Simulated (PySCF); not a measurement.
# From computed data to an observable: oscillator strength and radiative lifetime

C2H6BCl, SMILES CCBCl.

Geometry optimised at B3LYP-D3(BJ)/def2-SVP. One conformer was computed; it need not be the lowest.

TDDFT-LC-ωPBE/def2-SVPD in PySCF puts the first singlet state with f over 0.02 at 7.76 eV (vertical), with the transition dipole (0.162, 0.600, 0.602) in atomic units.

Q: Find the oscillator strength, the wavelength and the radiative lifetime that this transition would have in vacuum if emission retraced absorption.

A: 
|μ|² = 0.7486 au, so |μ| = 2.20 D. ΔE = 7.76/27.211 = 0.2852 hartree. f = (2/3) ΔE |μ|² = 0.142 (the program prints 0.142).
λ = 1239.84/7.76 = 160 nm; ν = 62589 cm⁻¹.
Einstein's coefficient A = 0.6670 ν² f s⁻¹ (ν in cm⁻¹) = 3.7e8 s⁻¹, so τ = 1/A = 2.7 ns. This state is S4; the lower singlets have f = 0.000, 0.017, 0.002. The figure is the radiative limit of this one transition; relaxation, internal conversion, crossing to triplets and a medium change what is measured.
